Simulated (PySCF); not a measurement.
# Magnetic susceptibility: arachno-B4H10

Geometry:
| atom | x (Å) | y (Å) | z (Å) |
| --- | --- | --- | --- |
| B1 | 0.165 | 1.060 | 1.168 |
| B2 | -0.425 | -0.778 | 0.541 |
| B3 | -0.553 | -0.371 | -1.437 |
| B4 | 0.999 | -0.240 | -0.145 |
| H5 | 0.655 | 1.124 | 2.236 |
| H6 | -0.581 | -1.782 | 1.134 |
| H7 | -0.557 | -1.294 | -2.167 |
| H8 | 2.039 | -0.790 | -0.127 |
| H9 | -0.853 | 0.177 | 1.281 |
| H10 | 1.185 | 0.951 | 0.296 |
| H11 | -1.315 | -0.731 | -0.379 |
| H12 | 0.733 | 0.040 | -1.367 |
| H13 | -0.391 | 2.027 | 0.779 |
| H14 | -1.101 | 0.606 | -1.812 |

Theory: PySCF 2.14.0, GIAO KT2/def2-SVP magnetisability, rotational g tensor and spin-rotation constants, non-relativistic, gas phase. Geometry: GFN2-xTB.

(1) What are the magnetisability and the molar susceptibility?

(2) Split it along the inertial axes a, b, c into diamagnetic and paramagnetic parts about the centre of mass, with the quadrupole moment.

(3) And the rotational g tensor?

Answers

(1) Isotropic -996 × 10⁻³⁰ J/T², or -60.0 × 10⁻⁶ cm³/mol; principal values -1070, -1063, -856 × 10⁻³⁰ J/T², anisotropy 211 × 10⁻³⁰ J/T² (root of half the summed squared differences of the principal values). The susceptibility is in cgs units.

(2) 
```csv
axis,χ (10⁻⁶ cm³/mol),diamagnetic (10⁻⁶ cm³/mol),paramagnetic (10⁻⁶ cm³/mol),summed x² of all electrons (Å²),quadrupole Θ (D Å)
a,-64.4,-195.2,130.8,51.9,-1.06
b,-51.5,-315.0,263.4,23.6,+2.77
c,-64.0,-320.3,256.2,22.4,-1.70
```
Anisotropies 2χaa − χbb − χcc = -13.3 and 2χbb − χaa − χcc = +25.4 × 10⁻⁶ cm³/mol. Θ is traceless in Buckingham's convention.

(3) 
```csv
axis,rotational constant (GHz),g,nuclear part,electronic part
a,10.5330,+0.0455,0.6927,-0.6471
b,5.2935,-0.0148,0.6403,-0.6551
c,5.0912,+0.0220,0.6348,-0.6129
```
Asymmetric top; isotopes 11B, 1H; no vibrational averaging.
